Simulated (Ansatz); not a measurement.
Reaction: BN2H5 (SMILES NBN) → BN2H4 (SMILES B([NH])N, doublet) + H (doublet) (the H-N bond breaks)
Each species at its own B3LYP-D3(BJ)/def2-TZVP minimum (Ansatz, a first-principles code), one conformer.

Total energies in hartree (Ansatz). UHF or UKS for unpaired electrons; spin-orbit terms are left out. Cores are frozen in correlated methods. No relativity. Where a partner has so few electrons that a lower coupled-cluster level is exact, that level stands in.

| species | HF/cc-pVTZ | CCSD(T)/cc-pVTZ | HF/cc-pVQZ | CCSD(T)/cc-pVQZ | CCSD(T)/cc-pVDZ | CCSDT(Q)/cc-pVDZ |
|---|---|---|---|---|---|---|
| 1: BN2H5 (SMILES NBN) | -136.63383 | -137.21568 | -136.64480 | -137.25990 | -137.06142 | -137.06305 |
| 2: BN2H4 (SMILES [NH]BN, doublet) | -135.98940 | -136.52588 | -135.99986 | -136.56764 | -136.38153 | -136.38332 |
| 3: H (doublet) | -0.49981 | -0.49981 | -0.49995 | -0.49995 | -0.49928 | -0.49928 |

Question: Work out the bond dissociation energy (electronic) in kJ/mol: take Hartree-Fock from cc-pVQZ, extrapolate the CCSD(T) correlation energy as X^-3 (X = 3, 4), and add CCSDT(Q) - CCSD(T) in cc-pVDZ. 1 hartree = 2625.5 kJ/mol.

Answer: 
Species 1: correlation (64·(-0.61510) - 27·(-0.58185))/37 = -0.63936; step -0.00163; E1 = -136.64480 + (-0.63936) + (-0.00163) = -137.28579
Species 2: correlation (64·(-0.56778) - 27·(-0.53648))/37 = -0.59062; step -0.00179; E2 = -135.99986 + (-0.59062) + (-0.00179) = -136.59227
Species 3: correlation (64·(0.00000) - 27·(0.00000))/37 = 0.00000; step +0.00000; E3 = -0.49995 + (0.00000) + (+0.00000) = -0.49995
-1·E1 +1·E2 +1·E3 = 0.19357 hartree = 508.2 kJ/mol.
